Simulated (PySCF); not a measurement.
# A bond scan of BFH3N

Calculated results; nothing here was measured. The program is PySCF 2.14.0, an open-source quantum chemistry code, run on an isolated molecule that a program drew, which may never have been made. The molecule is BFH3N (charge 0, singlet), drawn as the SMILES string `NBF`.

The structure below is the HF double-zeta minimum with every atom moved a little at random, so it isn't optimised. Bond N1-H5 is then set to each length in the table by shifting atom 5 along it, with nothing else relaxed.
```xyz
6
BFH3N, angstrom
N    -0.9558   -0.8632   -0.7140
B    -0.3303   -0.8811   -1.9523
F    -0.0981    0.2826   -2.5831
H    -1.2430   -0.0173   -0.2675
H    -1.1531   -1.6960   -0.2003
H     0.0125   -1.8984   -2.4793
```

E is the energy above the same method's energy at the HF double-zeta minimum. IE is the energy to remove one electron at fixed geometry, to the doublet state of charge +1, as a difference of total energies. The basis family is cc-pVnZ, with UHF for radicals and no spin-orbit coupling. Best is HF at quadruple zeta, plus MP2 correlation extrapolated from triple and quadruple zeta, plus CCSD(T) minus MP2 at triple zeta, with a frozen core. The other columns are at triple zeta.

| bond (Å) | E r2SCAN (kcal/mol) | E PBE (kcal/mol) | E CCSD(T) (kcal/mol) | E best (kcal/mol) | IE r2SCAN (eV) | IE PBE (eV) | IE CCSD(T) (eV) | IE best (eV) | T1 |
|---|---|---|---|---|---|---|---|---|---|
| 0.8792 | 11.05 | 12.02 | 11.07 | 10.83 | 11.278 | 11.314 | 11.410 | 11.598 | 0.012 |
| 0.9982 | ? | ? | ? | ? | ? | ? | ? | ? | ? |
| 1.0122 | 0.02 | -0.10 | 0.02 | 0.04 | 11.147 | 11.201 | 11.277 | 11.468 | 0.012 |
| 1.0862 | 3.08 | 2.37 | 3.14 | 3.22 | 11.076 | 11.138 | 11.205 | 11.397 | 0.012 |
| 1.2682 | 22.72 | 20.64 | 22.96 | 23.06 | 10.907 | 10.987 | 11.035 | 11.231 | 0.012 |

T1 is the CCSD diagnostic of the starting molecule.

**Estimate the best E and IE at 0.9982 Å from the other rows.**

A cubic in the inverse of the bond length through the other values of E best gives -0.01 kcal/mol there. A least-squares quadratic in the bond length through IE best gives 11.481 eV. The calculation gives 0.00 kcal/mol and 11.482 eV, so the fits miss by 0.01 kcal/mol and 0.001 eV. The same recipe one zeta lower moves these two values by 0.00 kcal/mol and 0.07 eV, a gauge of their own error. The rest of the row: E is 0.00 (r2SCAN), -0.01 (PBE), 0.00 (CCSD(T)); IE is 11.161 (r2SCAN), 11.213 (PBE), 11.291 (CCSD(T)); T1 is 0.012.
